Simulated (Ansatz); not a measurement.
A structure drawn as `[Cl][Al]1[BH][NH]1`, with this starting geometry:

Cartesian coordinates in Å:
```
Cl -2.523 -0.778 -1.842
Al -0.722 -0.372 -0.610
B 0.997 0.608 0.050
N 0.490 -0.666 0.780
H 1.811 1.475 -0.036
H -0.053 -0.269 1.658
```

Total charge 0; spin multiplicity 1.

Does it keep its bonds when Ansatz relaxes it at PBE-D4/def2-SVP and then PBE0-D4/def2-TZVP?

Yes, every drawn bond is still there and no new one forms.

Give the relaxed structure. (Best estimate.)

Ansatz gave: 
```xyz
6

Cl   -2.502   -1.102    1.482
Al   -1.095   -0.360    0.130
B     0.393    0.350   -0.982
N     0.632    0.101    0.379
H     1.064    0.763   -1.875
H     1.508    0.248    0.867
```
All modes are real.

Atoms count as bonded under 1.1 times the sum of their covalent radii (H–H under 0.85 Å, pairs among N, O and F under 1.55 Å), and a drawn bond as lost past 1.3 times.
